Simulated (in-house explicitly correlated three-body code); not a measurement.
Computed with an exponentially correlated three-body code. Model: two electrons around a point charge, non-relativistic, variational in 260 exponentially correlated functions (energies converged to about 1e-7 hartree, or 1e-8 relative for large Z).

Command:
```bash
python run_hyl.py task.json out
```
Settings (lengths in bohr, energies in hartree):
```
Z                      7
screening              0.7
interaction_strength   1
functions              260
states_tried           13
```

Cost of the run: 2.3 min on 1 thread of Arm Neoverse N1, with other jobs on the host.

**Those bound S and P states to n = 4 that converged, binding against the one-electron ion.**

Given: nuclear charge 7; Yukawa screening of all interactions 0.7 1/bohr.

Computed: one-electron threshold -19.9458435 hartree.

```
term  energy (hartree)  binding (eV)
1 1S       -36.3347575        445.97
2 3S       -21.7213803        48.315
2 1S                 ?             ?
2 3P       -21.3679635        38.698
2 1P        -21.248197        35.439
3 3S       -20.0060718        1.6389
```

(1) What belongs in the row 2 1S?

**Converged states only, values per electron or pair (inverse distances are <exp(-kr)/r>).**

```
term  mean r (bohr)  mean r squared (bohr²)  mean inverse r (1/bohr)  mean r12 (bohr)  mean inverse r12 (1/bohr)  mean cosine  mean p1 dot p2 (bohr⁻²)  delta r1 (bohr⁻³)  delta r12 (bohr⁻³)
1 1S        0.22864                0.070384                   5.9931          0.33813                     3.4044      -0.0187                  0.79509             97.802               10.03
2 3S              ?                       ?                        ?                ?                          ?            ?                        ?                  ?                   -
2 1S        0.65203                 0.72979                   3.5788           1.1112                    0.76091   -0.0072238                 0.054678              57.68              1.3309
2 3P        0.56882                 0.55288                   3.5752           0.9645                    0.77809    -0.056456                  -2.2464             53.464                   -
2 1P        0.59204                 0.60559                   3.5568          0.98635                    0.83241     0.033974                   2.0533             53.958             0.30785
3 3S         2.0247                  8.8927                   3.2006           3.8411                   0.073503  -0.00052184                0.0038919              54.25                   -
```

(2) What belongs in the row 2 3S?

**Electric-dipole lines between converged S and P states, rate of the upper state's decay.**

```json
{"s state": "1 1S", "p state": "2 1P", "p minus s (eV)": "410.53", "oscillator strength from s": "0.54503", "rate (1/s)": "1.3286e+12"}
{"s state": "2 1S", "p state": "2 1P", "p minus s (eV)": "7.5473", "oscillator strength from s": "0.18375", "rate (1/s)": "1.5139e+08"}
{"s state": "2 3S", "p state": "2 3P", "p minus s (eV)": "?", "oscillator strength from s": "?", "rate (1/s)": "?"}
{"s state": "3 3S", "p state": "2 3P", "p minus s (eV)": "-37.059", "oscillator strength from s": "-0.04116", "rate (1/s)": "2.4529e+09"}
```

(3) What belongs in the row 2 3S 2 3P?

**Static dipole response.**

| state | polarisability (bohr³) |
| --- | --- |
| 1 1S | 0.0048843 |
| 2 3S | 1.7847 |

Results:

(1) energy (hartree): -21.5255545; binding (eV): 42.986.

(2) mean r (bohr): 0.622; mean r squared (bohr²): 0.65386; mean inverse r (1/bohr): 3.6029; mean r12 (bohr): 1.06; mean inverse r12 (1/bohr): 0.62615; mean cosine: -0.0050979; mean p1 dot p2 (bohr⁻²): 0.042027; delta r1 (bohr⁻³): 58.086.

(3) p minus s (eV): 9.617; oscillator strength from s: 0.21178; rate (1/s): 2.833e+08.
